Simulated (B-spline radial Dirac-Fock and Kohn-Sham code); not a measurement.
These are calculated numbers from a radial atomic solver; the model is relativistic Hartree-Fock (Dirac-Fock) wave functions, averaged over the configuration.

Q: This computed X-ray form factor belongs to an atom or ion in its tabulated ground configuration. Which?

| sin θ/λ (Å⁻¹) | f₀ |
| --- | --- |
| 0.09 | 38.443 |
| 0.14 | 37.678 |
| 0.27 | 34.515 |
| 0.75 | 20.989 |
| 1.14 | 15.323 |
| 1.4 | 12.572 |
| 2.12 | 7.286 |
| 3.21 | 4.768 |
| 3.95 | 3.867 |

A: Te¹³⁺, with 39 electrons in [Kr] 4d3. f₀ tends to the number of electrons as s goes to zero, which the first rows give only roughly, and the rate of fall reflects the nuclear charge, 52.

Q: This computed X-ray form factor belongs to an atom or ion in its tabulated ground configuration. Which?

```
sin θ/λ (Å⁻¹)      f₀
         0.07  48.784
          0.1  48.560
         0.23  46.744
         0.33  44.536
         0.46  40.919
         0.65  34.943
          1.1  22.994
         1.85  14.774
         2.21  12.633
```

A: Ta²⁴⁺, with 49 electrons in [Kr] 4d10 4f3. f₀ tends to the number of electrons as s goes to zero, which the first rows give only roughly, and the rate of fall reflects the nuclear charge, 73.

Q: This computed X-ray form factor belongs to an atom or ion in its tabulated ground configuration. Which?

```
sin θ/λ (Å⁻¹)      f₀
         0.05  30.778
         0.37  23.068
         0.55  18.390
         0.67  15.717
         1.01  10.108
         1.24   7.942
         1.53   6.453
         2.29   4.585
         3.45   2.560
```

A: Rb⁶⁺, with 31 electrons in [Ar] 3d10 4s2 4p1. f₀ tends to the number of electrons as s goes to zero, which the first rows give only roughly, and the rate of fall reflects the nuclear charge, 37.
